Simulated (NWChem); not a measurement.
A calculation on BCl2F

```xyz
4

B      0.0000     0.0000     0.3575
F      0.0000     0.0000     1.6714
Cl     1.5302     0.0000    -0.4950
Cl    -1.5302     0.0000    -0.4950
```
Charge 0, spin multiplicity 1.

All runs are NWChem calculations. Structure: optimised with B3LYP/def2-SVP, a minimum by its harmonic frequencies.

Symmetry labels belong to the abelian group C2v used in the runs, with the axes of the coordinates shown.

The Pople sets run with spherical d functions. The structure started from a generated list of species.

Question: List the lowest 6 singlet excitations that TDA-LDA (SVWN5)/6-31+G* (spherical d) gives, with oscillator strengths.

Answer: 
```json
[
 {"state": "1", "symmetry": "a2", "energy (eV)": "5.88", "wavelength (nm)": "211", "f": "0.000"},
 {"state": "2", "symmetry": "b2", "energy (eV)": "6.76", "wavelength (nm)": "183", "f": "0.001"},
 {"state": "3", "symmetry": "b1", "energy (eV)": "7.13", "wavelength (nm)": "174", "f": "0.159"},
 {"state": "4", "symmetry": "b1", "energy (eV)": "7.48", "wavelength (nm)": "166", "f": "0.071"},
 {"state": "5", "symmetry": "a2", "energy (eV)": "7.91", "wavelength (nm)": "157", "f": "0.000"},
 {"state": "6", "symmetry": "a2", "energy (eV)": "7.94", "wavelength (nm)": "156", "f": "0.000"}
]
```
